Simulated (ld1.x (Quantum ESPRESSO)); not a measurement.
# Before and after: TM potential for erbium

erbium, norm-conserving Troullier–Martins (Kleinman–Bylander form), made with ld1.x (Quantum ESPRESSO) 7.5 (PBE, fully relativistic). Core [Kr] 4d10 4f11, reference 5s2 5p6 5d1 6s0 6p0 (charge +2). Waves: 5p (bound): rc 1.45 bohr; 5d (bound): rc 2.70 bohr; 5s (bound): rc 2.05 bohr. Local part: the s channel. Core correction: a·sin(br)/r model core inside 1.20 bohr.

Open shells are filled in proportion to 2j + 1 (rel_dist='average').

Change: all radii but the core radius scaled by about 1.07 (s 2.20, p 1.56, d 2.90 bohr).

Cutoffs: the cutoffs (Ry, on a coarse ladder) from which the occupation-weighted sum of valence levels, in a spherical-Bessel basis at the reference potential, stays within 10 and 1 mRy of its value at 400 Ry; they do not see the model core or the augmentation charge, which bear on the density cutoff. Errors are all-electron minus pseudo energies relative to the spin-unpolarised reference configuration.

Question: What does the change do?

Answer: The potential gets softer (70 Ry and 100 Ry → 60 Ry and 90 Ry); of the 7 tests that both files solve, the error grows in 6 and shrinks in 0 by more than 15 % and 0.3 meV (median size 1392.2 → 2024.7 meV); neither file shows a bound ghost at the reference potential, the only one tested. A larger radius leaves more room for a smooth pseudo-wave, so fewer plane waves are needed. More of the atom is replaced by a form fitted at one configuration, so other configurations suffer.

```tsv
quantity	base	changed
cutoff, loose	70 Ry	60 Ry
cutoff, tight	100 Ry	90 Ry
loose cutoff by channel (10 mRy a level)	p 40 Ry, d 18 Ry, s 21 Ry	p 35 Ry, d 18 Ry, s 18 Ry
bound ghosts	none	none
error for 5s2 5p6 5d1 6s2 6p0, meV [ΔE -19.81 eV]	+2308	+3361
error for 5s2 5p6 5d1 6s1 6p0, meV [ΔE -12.76 eV]	+1524	+2199
error for 5s2 5p6 5d0 6s0 6p0, meV [ΔE 19.94 eV]	-56	-50
error for 5s2 5p6 5d1 6s0 6p2, meV [ΔE -13.34 eV]	+219	+297
error for 5s2 5p6 5d1 6s1 6p1, meV [ΔE -16.66 eV]	+1392	+2025
error for 5s2 5p6 5d1.5 6s1.5 6p0, meV [ΔE -18.61 eV]	+1666	+2457
error for 5s2 5p6 5d2 6s1 6p0, meV [ΔE -17.35 eV]	+1068	+1597
```

Base: These tests converged, but a pseudo level misses the all-electron one widely, so the file describes the atom poorly there or has found another state: 5s2 5p6 5d0 6s0 6p0: empty 6s by 3.0 eV. Changed file: These tests converged, but a pseudo level misses the all-electron one widely, so the file describes the atom poorly there or has found another state: 5s2 5p6 5d1 6s2 6p0: 5d by 1.0 eV; 5s2 5p6 5d0 6s0 6p0: empty 6s by 4.1 eV (a node warning on the way); 5s2 5p6 5d1 6s1 6p1: 6s by 1.4 eV; 5s2 5p6 5d1.5 6s1.5 6p0: 6s by 1.1 eV (a node warning on the way); 5s2 5p6 5d2 6s1 6p0: 6s by 1.3 eV.
